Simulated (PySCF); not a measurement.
Mg(Cl)(OSiH3) (ClH3MgOSi), SMILES [SiH3][O][Mg][Cl]. Geometry optimised at PBE0-D3(BJ)/def2-SVP. Other conformers were not sampled.

Give the equilibrium geometry at PBE0-D3(BJ)/def2-SVP (PySCF confirms it by a frequency run) as Cartesian coordinates in Å, and its point group. (The exact figures need the calculation; the answer reports its results.)

One answer among several that fit: point group C3v.
```xyz
7

Mg     0.0000     0.0000     0.6819
Cl     0.0000     0.0000     2.8759
O      0.0000     0.0000    -1.1037
Si     0.0000     0.0000    -2.7425
H     -1.2106     0.6990    -3.2832
H      0.0000    -1.3979    -3.2832
H      1.2106     0.6990    -3.2832
```
Charge 0, spin multiplicity 1.
